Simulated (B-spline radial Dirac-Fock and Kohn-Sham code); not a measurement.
Z = 37 (rubidium), transition energy 100 keV. Level of theory: a Dirac-Hartree-Slater potential of the neutral atom with a Latter tail (no hole, which puts coefficients of high multipoles low close above an edge), finite nucleus with surface currents; a B-spline atomic structure program. Subshells that would emit electrons below 1 keV are left out.

Q: A pure transition shows α(K) = 11.7, L1/L2 = 6.82 and L1/L3 = 3.02. What is its multipolarity?
A. M4
B. E2
C. M1
D. M2
E. E1
F. E3
G. M3
H. E4

A: G. For comparison, α(K), L1/L2, L1/L3 are E1 0.0852, 17.4, 10.8; E2 0.821, 3.25, 2.40; E3 6.51, 0.802, 0.646; E4 49.5, 0.274, 0.230; M1 0.128, 20.0, 55.2; M2 1.30, 10.8, 10.9; M4 104, 4.82, 1.38.

Values without a named source are computed, but for edge energies of neutral atoms, which are taken from tables.
